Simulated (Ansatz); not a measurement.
C$_{2}$H$_{7}$GaN, SMILES `C[N](C)[GaH]` radical, relaxed with UKS PBE-D4/def2-SVP in Ansatz from a rough embedded geometry. The force threshold is 0.03 eV/Å; the program also tests the step.

Charge 0, multiplicity 2.

Start:

```xyz
11

C     0.408    1.112   -0.392
N    -0.461    0.340    0.388
C    -0.882   -0.805   -0.372
Ga    0.494   -0.352    2.191
H     0.783    2.028    0.214
H     1.367    0.564   -0.690
H    -0.058    1.525   -1.337
H    -0.082   -1.448   -0.680
H    -1.604   -1.439    0.195
H    -1.445   -0.510   -1.320
H     1.480   -1.015    1.803
```

```csv
step,energy (eV),largest force (eV/Å),largest move (Å)
1,-56030.4276,7.732,0.000
2,-56032.0587,2.679,0.194
3,-56032.3351,0.640,0.197
4,-56032.4215,0.462,0.200
5,-56032.4875,0.511,0.153
6 (rejected),-56032.4801,0.812,0.198
7,-56032.5533,0.505,0.098
8,-56032.5986,0.174,0.098
9,-56032.6382,0.174,0.149
10,-56032.6853,0.195,0.195
11,-56032.7367,0.386,0.195
12,-56032.7984,0.442,0.191
13,-56032.8661,0.384,0.200
14,-56032.9163,0.452,0.194
15,-56032.9405,0.837,0.200
16 (rejected),-56032.8903,1.554,0.200
17,-56032.9646,0.078,0.097
18,-56032.9653,0.026,0.021
```

End:

```xyz
11

C     0.613    0.938   -0.370
N    -0.034   -0.189    0.273
C    -0.974   -0.886   -0.581
Ga    0.313   -0.657    2.040
H     1.326    1.432    0.321
H     1.184    0.624   -1.278
H    -0.125    1.708   -0.703
H    -0.481   -1.287   -1.500
H    -1.434   -1.741   -0.045
H    -1.800   -0.217   -0.926
H     1.411    0.276    2.769
```

Hardware: 2 threads of an AMD EPYC 7R13 on a shared host. Wall time 68 s, peak host memory 0.26 GiB.
